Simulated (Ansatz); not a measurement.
Reaction (cleavage of the Si–Si bond): `O[SiH](F)[SiH2][SiH3]` + `O[SiH2]F` → `O[SiH](F)O[SiH2]F` + disilane

Computed with Ansatz on PBE0-D4/def2-TZVP structures; ΔE is electronic, products minus reactants. CCSD(T)/CBS adds triple-zeta CCSD(T) − MP2 to the extrapolated MP2 energy (def2 sets, frozen cores). Functionals use def2-TZVPP. B3LYP here is the variant with VWN-RPA as its local correlation; programs differ in this. HSE06 is defined as in plane-wave codes. Each species was taken in one conformer, which may not be the lowest.

**Question.** Is it downhill or uphill in electronic energy at CCSD(T)/CBS, and by how much? (Estimate.)

**Answer.** Ansatz gave: Downhill: ΔE = -1.50 eV.

**Question.** What do these levels give: PBE0-D4, HSE06-D4, B3LYP, HSE06, HF/def2-SVP, SCS-MP2/def2-TZVPP? (Best estimate.)

**Answer.** Ansatz gave: PBE0-D4 -1.31, HSE06-D4 -1.31, B3LYP -1.49, HSE06 -1.32, HF/def2-SVP -1.74, SCS-MP2/def2-TZVPP -1.60 eV.

Largest T1 diagnostic among the species: 0.013.

From PBE to PBE0 (25 % exact exchange), in def2-TZVPP and without D4, ΔE moves by −0.13 eV. Leaving LDA and LC-ωPBE aside and taking each functional with its dispersion term where it has one, the values, not all of them listed here, spread over 0.44 eV, from BHLYP-D4 to PBE-D4. LDA lies −0.07 eV from PBE without D4.
